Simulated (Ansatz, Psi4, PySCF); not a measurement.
CHN, triplet, geometry from GFN2-xTB (a higher spin typed on purpose: for a closed-shell molecule this is an excited state). Base run: PySCF with WB97M-V/6-31G*.

Input for PySCF:
```python
from pyscf import gto, scf, dft

mol = gto.M(
    atom='''
C    -0.452709    0.357572   -0.088213
N     0.581144   -0.259910    0.075036
H    -1.351757   -0.326060    0.004025
''',
    basis='6-31g*',
    charge=0,
    spin=2,
    verbose=3,
)

mf = dft.UKS(mol)
mf.xc = 'wb97m_v'
mf.kernel()
```

The same geometry, method and basis name were run in Ansatz (a program for electronic structure) and Psi4 and PySCF, at each program's defaults and at the settings that a row names. The base is PySCF at its defaults. Differences at the defaults can come from grids, fitting, cores and function types together.

```json
[
 {"code and settings": "PySCF, defaults (exact integrals, its default grid, spherical functions)", "ΔE vs base (µEh)": "0.0", "basis functions": "30", "E (Eh)": "-93.20310", "SCF cycles": "14", "dipole (D)": "1.48"},
 {"code and settings": "Psi4, defaults (density fitting with its default set, its default grid, Cartesian functions)", "ΔE vs base (µEh)": "-1727", "basis functions": "32", "E (Eh)": "-93.20483", "SCF cycles": "13", "dipole (D)": "1.49"},
 {"code and settings": "Ansatz, defaults (factorised integrals, its default grid, Cartesian functions)", "ΔE vs base (µEh)": "-1698", "basis functions": "32", "E (Eh)": "-93.20480", "SCF cycles": "-", "dipole (D)": "-"},
 {"code and settings": "PySCF, density fitting with def2-universal-jkfit", "ΔE vs base (µEh)": "-18.1", "basis functions": "30", "E (Eh)": "-93.20312", "SCF cycles": "14", "dipole (D)": "1.48"},
 {"code and settings": "PySCF, fine grid", "ΔE vs base (µEh)": "-0.5", "basis functions": "30", "E (Eh)": "-93.20311", "SCF cycles": "14", "dipole (D)": "1.48"},
 {"code and settings": "Psi4, exact integrals, spherical functions, fine grid", "ΔE vs base (µEh)": "-0.1", "basis functions": "30", "E (Eh)": "-93.20310", "SCF cycles": "16", "dipole (D)": "1.48"},
 {"code and settings": "Ansatz, high accuracy, Cartesian functions as the basis file defines them", "ΔE vs base (µEh)": "-1698", "basis functions": "32", "E (Eh)": "-93.20480", "SCF cycles": "-", "dipole (D)": "-"}
]
```

Open shells are given as the SCF converged; they aren't shown to be the lowest states, and a large step between rows can be another state.
